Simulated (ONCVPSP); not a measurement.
**Transferability test, ONCV potential for Fe (Z = 26)**

ONCVPSP 4.0.1 input, shortened (lines: element, Z, core and valence counts, functional; n l f; lmax; l rc ep ncon nbas qcut; lloc lpopt rc5 dvloc0; l nproj debl; icmod fcfact rcfact), revPBE, scalar-relativistic:

```
  Fe 26.00    3    3  -102130      upf
    1    0    2.00
    2    0    2.00
    2    1    6.00
    3    0    2.00
    3    1    6.00
    3    2    5.00
    2
    0    0.80    0.00    5    8    8.20
    1    1.35    0.00    4    7   10.10
    2    1.70    0.00    4    9    8.70
    4    5    0.60    4.00
    0    1    1.00
    1    2    2.80
    2    2    0.90
    2    0.25    0.65
```

In the p channel the program set the typed energies aside and used -3.562, 0.250 Ha. In the d channel the program set the typed energies aside and used -1.584, 0.250 Ha.

Energies are relative to the spin-unpolarised reference configuration 3s2 3p6 3d5; without spin polarisation the order of configurations can differ from experiment.

```json
{"valence configuration": "3s2 3p6 3d6 4s2", "charge": "0", "ΔE all-electron (eV)": "-58.792", "error AE − PS (meV)": "+381"}
{"valence configuration": "3s2 3p6 3d6", "charge": "+2", "ΔE all-electron (eV)": "-34.113", "error AE − PS (meV)": "+133"}
```

(1) What are ΔE and the potential's error for 3s2 3p6 3d6 4s1?

(2) What are ΔE and the potential's error for 3s2 3p6 3d5 4s2?

Levels in the configuration 3s2 3p6 3d5 4s2:

| level | all-electron (eV) | pseudo (eV) |
| --- | --- | --- |
| 3s | -109.139 | -108.670 |
| 3p | -74.910 | -74.450 |
| 3d | -21.469 | -21.093 |
| 4s | -13.972 | -14.117 |

Note: no bound ghost flagged; GHOST(+) flagged for s at 77.4 eV.

Answers

(1) ΔE = -50.155 eV all-electron; the error (AE − PS) is +302 meV.

(2) ΔE = -44.646 eV all-electron; the error (AE − PS) is +580 meV.
